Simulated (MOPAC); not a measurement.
MOPAC input (AM1):

```
AM1 FORCE THERMO(298,298) PRECISE LET GEO-OK AUX(PRECISION=9) THREADS=1
F2OSi

Si    0.11320694 1   -0.03561839 1   -0.02298653 1
O     1.58703061 1   -0.49941347 1   -0.32204082 1
F    -0.71686942 1   -0.25109366 1    1.32789779 1
F    -0.87464038 1    0.75191032 1   -1.00493072 1
```

From the output:

```
     F    4   9.259351   0.195845   0.305954   9.489291

          HEAT OF FORMATION =    -220.744863 KCALS/MOLE

          ZERO POINT ENERGY       6.068 KCAL/MOL

           NORMAL COORDINATE ANALYSIS (Total motion = 1 Angstrom)

   Root No.       1         2         3         4         5         6

                 1 B2      1 A1      1 B1      2 A1      2 B2      3 A1

                 215.6     237.4     265.8     947.7    1240.4    1338.0

           1    0.0000   -0.1650   -0.0000    0.0107   -0.0000    0.3276
           2   -0.1837   -0.0000   -0.0000   -0.0000    0.3508    0.0000
           3   -0.0000   -0.0000    0.3870    0.0000    0.0000    0.0000
           4   -0.0000   -0.1664    0.0000    0.4035    0.0000   -0.3194
           5    0.3803   -0.0000    0.0000   -0.0000   -0.0044   -0.0000
           6    0.0000   -0.0000   -0.2591    0.0000   -0.0000   -0.0000
           7    0.2167    0.1920    0.0000   -0.1778    0.1941   -0.1077
           8   -0.0244    0.2737    0.0000    0.2328   -0.2574    0.1398
           9    0.0000    0.0000   -0.1769    0.0000   -0.0000   -0.0000
          10   -0.2167    0.1920    0.0000   -0.1778   -0.1941   -0.1077
          11   -0.0244   -0.2737    0.0000   -0.2328   -0.2574   -0.1398
          12   -0.0000   -0.0000   -0.1769   -0.0000   -0.0000   -0.0000

           MASS-WEIGHTED COORDINATE ANALYSIS (NORMAL COORDINATES)

   Root No.       1         2         3         4         5         6

                 1 B2      1 A1      1 B1      2 A1      2 B2      3 A1

                 215.6     237.4     265.8     947.7    1240.4    1338.0

           1    0.0000   -0.3744   -0.0000    0.0233   -0.0000    0.7191
           2   -0.4324   -0.0000   -0.0000   -0.0000    0.6831    0.0000
           3   -0.0000   -0.0000    0.8063    0.0000    0.0000    0.0000
           4   -0.0000   -0.2850    0.0000    0.6663    0.0000   -0.5291
           5    0.6757   -0.0000    0.0000   -0.0000   -0.0065   -0.0000
           6    0.0000   -0.0000   -0.4075    0.0000   -0.0000   -0.0000
           7    0.4195    0.3584    0.0000   -0.3199    0.3109   -0.1944
           8   -0.0471    0.5107    0.0000    0.4189   -0.4123    0.2524
           9    0.0000    0.0000   -0.3032    0.0000   -0.0000   -0.0000
          10   -0.4195    0.3584    0.0000   -0.3199   -0.3109   -0.1944
          11   -0.0472   -0.5107    0.0000   -0.4189   -0.4123   -0.2524
          12   -0.0000   -0.0000   -0.3032   -0.0000   -0.0000   -0.0000

          DESCRIPTION OF VIBRATIONS

 VIBRATION          1    1B2         ATOM PAIR     ENERGY CONTRIBUTION    RADIAL
 FREQUENCY           215.56         Si1 -- O 2         +50.7% (184.2%)      0.0%
 TRANSITION DIPOLE   2.8704         Si1 -- F 4         +24.6% (128.4%)      0.8%
 TRAVEL (Ang.)       0.2380         Si1 -- F 3         +24.6% (128.4%)      0.8%
 REDUCED MASS        5.5240
 EFFECTIVE MASS     21.6272
 FORCE CONSTANT      0.1512

 VIBRATION          2    1A1         ATOM PAIR     ENERGY CONTRIBUTION    RADIAL
 FREQUENCY           237.37         Si1 -- F 4         +39.4% (144.7%)      0.2%
 TRANSITION DIPOLE   1.7871         Si1 -- F 3         +39.4% (144.7%)      0.2%
 TRAVEL (Ang.)       0.2104         Si1 -- O 2         +21.2% (106.0%)    100.0%
 REDUCED MASS        6.4160
 EFFECTIVE MASS     22.9645
 FORCE CONSTANT      0.2130

 VIBRATION          3    1B1         ATOM PAIR     ENERGY CONTRIBUTION    RADIAL
 FREQUENCY           265.76         Si1 -- O 2         +37.7% ( 81.6%)      0.0%
 TRANSITION DIPOLE   4.4739         Si1 -- F 4         +31.2% ( 74.2%)      0.0%
 TRAVEL (Ang.)       0.1417         Si1 -- F 3         +31.2% ( 74.2%)      0.0%
 REDUCED MASS       12.6319
 EFFECTIVE MASS     24.1174
 FORCE CONSTANT      0.5257

 VIBRATION          4    2A1         ATOM PAIR     ENERGY CONTRIBUTION    RADIAL
 FREQUENCY           947.69         Si1 -- O 2         +43.7% ( 65.2%)    100.0%
 TRANSITION DIPOLE   0.2591         Si1 -- F 4         +28.2% ( 52.4%)     99.9%
 TRAVEL (Ang.)       0.1081         Si1 -- F 3         +28.2% ( 52.4%)     99.9%
 REDUCED MASS        6.0845
 EFFECTIVE MASS     17.6802
 FORCE CONSTANT      3.2196

 VIBRATION          5    2B2         ATOM PAIR     ENERGY CONTRIBUTION    RADIAL
 FREQUENCY          1240.38         Si1 -- F 3         +42.4% ( 78.3%)     86.6%
 TRANSITION DIPOLE   5.2401         Si1 -- F 4         +42.4% ( 78.3%)     86.6%
 TRAVEL (Ang.)       0.0785         Si1 -- O 2         +15.2% ( 47.0%)      0.0%
 REDUCED MASS        8.8173
 EFFECTIVE MASS     23.0205
 FORCE CONSTANT      7.9927

 VIBRATION          6    3A1         ATOM PAIR     ENERGY CONTRIBUTION    RADIAL
 FREQUENCY          1338.03         Si1 -- O 2         +44.9% ( 83.2%)    100.0%
 TRANSITION DIPOLE   5.2528         Si1 -- F 4         +27.5% ( 65.2%)     63.4%
 TRAVEL (Ang.)       0.0742         Si1 -- F 3         +27.5% ( 65.2%)     63.4%
 REDUCED MASS        9.1550
 EFFECTIVE MASS     22.5261
 FORCE CONSTANT      9.6569

      SYMMETRY NUMBER FOR POINT-GROUP C2v =  2

          SYSTEM IS A GROUND STATE

 F2OSi

          MOLECULE IS NOT LINEAR

          THERE ARE  6 GENUINE VIBRATIONS IN THIS SYSTEM
          THIS THERMODYNAMICS CALCULATION IS LIMITED TO
          MOLECULES WHICH HAVE NO INTERNAL ROTATIONS

                    CALCULATED THERMODYNAMIC PROPERTIES
                                          *
   TEMP. (K)   PARTITION FUNCTION   H.O.F.    ENTHALPY  HEAT CAPACITY ENTROPY
                                   KCAL/MOL   CAL/MOLE    CAL/K/MOL  CAL/K/MOL

 298.00  VIB.     0.3181D+01                   987.3025     6.0833     5.6128
         ROT.     0.2989D+05                   888.2803     2.9808    23.4595
         INT.     0.9509D+05                  1875.5828     9.0641    29.0723
         TRA.     0.7189D+27                  1480.4672     4.9680    39.1272
         TOT.                     -220.745    3356.0500    14.0321    68.1995

   *: NOTE: HEATS OF FORMATION ARE RELATIVE TO THE
            ELEMENTS IN THEIR STANDARD STATE AT 298K
              (=  Standard Enthalpy of Formation).

            Hvib:  Zero-point energy is not included.
                   frequencies of less than zero cm-1 are not included.
            Hrot = (3/2)RT
            Htra = (3/2)RT + pV = (5/2)RT

            Heat capacity is Cp, not Cv

          For more information, see: HTTP://OpenMOPAC.net/Manual/thermochemistry.html

           FORCE CONSTANT IN CARTESIAN COORDINATES (Millidynes/A)

    ATOM   CHEMICAL       X               Y               Z
   NUMBER   SYMBOL  FORCE CONSTANT  FORCE CONSTANT  FORCE CONSTANT

      1      Si       15.457922       12.023294        0.759952
      2       O        8.526137        0.202650        0.109876
      3       F        3.622833        6.133541        0.072942
      4       F        3.622812        6.133562        0.072942

 **********************
 *                    *
 * JOB ENDED NORMALLY *
 *                    *
 **********************
```
